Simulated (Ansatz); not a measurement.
`[NH2][Ge][O][SiH3]` + HCl → `[SiH3][O][Ge][Cl]` + NH₃ at 298.15 K and 1 bar (ligand exchange at a Ge–N bond).

Calculated with Ansatz (gas phase, PBE0-D4/def2-TZVP geometries, no zero-point term in ΔE). CBS: MP2 limit from def2 TZ/QZ plus the TZ coupled-cluster correction, frozen cores. This one scheme is used for every species. For Ge outer-core shells are correlated without core-valence functions, which leaves a few kJ/mol of doubt a bond. Scalar relativity is left out up to krypton. One conformer a species, not always the lowest.

| species | CCSD(T)/CBS energy (Eh) | H − E (kJ/mol) | S (J/(mol·K)) |
| --- | --- | --- | --- |
| `[NH2][Ge][O][SiH3]` | -2498.15495 | 165.1 | 356.2 |
| HCl | -460.38127 | 26.6 | 186.8 |
| `[SiH3][O][Ge][Cl]` | -2902.05095 | 99.8 | 352.4 |
| NH₃ | -56.50880 | 100.5 | 192.4 |

H − E and S are ideal-gas, rigid-rotor, harmonic terms from PBE0-D4/def2-TZVP, for one conformer and one mirror image of each species. 1 Eh = 2625.50 kJ/mol, R = 8.31446 J/(mol·K).

Question: By hand: ΔE, ΔH, ΔS and ΔG.

Answer: ΔE = (-2902.05095) + (-56.50880) − (-2498.15495) − (-460.38127) = -0.02353 Eh = -61.8 kJ/mol. Δ(H − E) = 99.8 + 100.5 − 165.1 − 26.6 = 8.6, so ΔH = -53.2 kJ/mol. ΔS = 352.4 + 192.4 − 356.2 − 186.8 = 1.8 J/(mol·K). ΔG = -53.2 − 298.15 × (1.8)/1000 = -53.7 kJ/mol.

Question: By hand: the equilibrium constant, and the temperature at which ΔG would vanish if ΔH and ΔS stayed fixed.

Answer: log₁₀ K = −ΔG/(RT ln 10) = 9.4. ΔH and −TΔS have one sign here, so there is no such temperature.

The number of gas molecules stays the same, so ΔS is small and ΔH decides. A doubt of 5 kJ/mol in ΔE shifts log₁₀ K by 0.9 here. Other conformers and mirror images would add mixing entropy, several J/(mol·K) or more a flexible species. Modes under 60 cm⁻¹, often nearly free rotors, make the harmonic entropy too high. These are equilibria of isolated gas molecules and say nothing of rates. Largest T1 diagnostic: 0.014 (customary marks: 0.02 for closed shells, 0.045 for open ones).

ΔS is within the doubt of such terms, so its sign, and with it that verdict, could turn.
